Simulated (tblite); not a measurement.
Run record: tight-binding relaxation, `CC(=O)c1oc2ccccc2p1`.

Computed with GFN2-xTB geometry optimisation, gas phase (tblite 0.8.0). Start geometry: from a force field or distance geometry. The command runs a driver script over a list of jobs; the input below is this job's line of settings and its coordinates in Å.

Command:
```bash
OMP_NUM_THREADS=1 python probes_run.py task.json out
```

Input:
```
{"job": {"kind": "relax", "xc": "GFN2-xTB", "basis": "xTB"}, "charge": 0, "multiplicity": 1}
C      3.526100     0.647500    -0.405800
C      2.857800    -0.194100     0.649300
O      3.569800    -0.780900     1.496700
C      1.413800    -0.265300     0.610500
O      0.748600     0.420700    -0.359400
C     -0.610900     0.252700    -0.274600
C     -1.522000     0.846900    -1.146600
C     -2.872400     0.582200    -0.914700
C     -3.286900    -0.248200     0.133900
C     -2.366800    -0.834700     1.006800
C     -1.007100    -0.573800     0.783400
P      0.357800    -1.247200     1.808900
H      4.598400     0.630500    -0.263000
H      3.183300     1.685800    -0.321400
H      3.278800     0.264400    -1.395200
H     -1.197600     1.481700    -1.944100
H     -3.623200     1.023200    -1.573900
H     -4.355000    -0.438700     0.281100
H     -2.702600    -1.467000     1.820700
```

What does the run print?

```
step      E/eV     max force
  0    -910.45877    4.021
  1    -910.77707    2.254
  2    -910.86369    1.350
  3    -910.89663    0.417
  4    -910.90855    0.371
  5    -910.92004    0.354
  6    -910.93010    0.311
  7    -910.93654    0.176
  8    -910.93984    0.128
  9    -910.94176    0.089
... (19 lines left out)
 29    -910.94630    0.017
 30    -910.94633    0.019
 31    -910.94638    0.023
 32    -910.94644    0.023
 33    -910.94651    0.025
 34    -910.94658    0.021
 35    -910.94663    0.017
 36    -910.94667    0.016
 37    -910.94669    0.012
 38    -910.94670    0.009
```

«max force» is the largest atomic force in eV/Å.

From which step on does the largest force stay under 0.1 eV/Å, and how much energy is left to gain from there?

From step 9 (0.089 eV/Å), 4.9 meV above the end.

In short: energy lowered by 11.3 kcal/mol over 38 steps; largest atomic force 0.009 eV/Å at the end.

Where do the atoms end?

0.058 Å rms from the input after alignment:
```
atom  x, y, z in Å
C1     3.5302    0.6413   -0.3883
C2     2.8415   -0.1960    0.6545
O3     3.4205   -0.8135    1.5254
C4     1.3878   -0.2456    0.5827
O5     0.7270    0.4385   -0.3859
C6    -0.5977    0.2569   -0.2729
C7    -1.5333    0.8337   -1.1262
C8    -2.8662    0.5698   -0.9031
C9    -3.2731   -0.2542    0.1492
C10   -2.3512   -0.8269    0.9940
C11   -0.9920   -0.5767    0.7924
P12    0.4365   -1.1560    1.6957
H13    4.6062    0.6089   -0.2436
H14    3.1775    1.6686   -0.3209
H15    3.2778    0.2675   -1.3786
H16   -1.2041    1.4674   -1.9344
H17   -3.6097    1.0070   -1.5521
H18   -4.3261   -0.4408    0.2967
H19   -2.6613   -1.4642    1.8079
```

Time: 0.29 s wall. Hardware: one thread, Arm Neoverse V2 (aarch64), shared host with 96 logical CPUs at a one-minute load of 28.
Labels such as C1 count atoms from 1, the log's own numbers from 0.
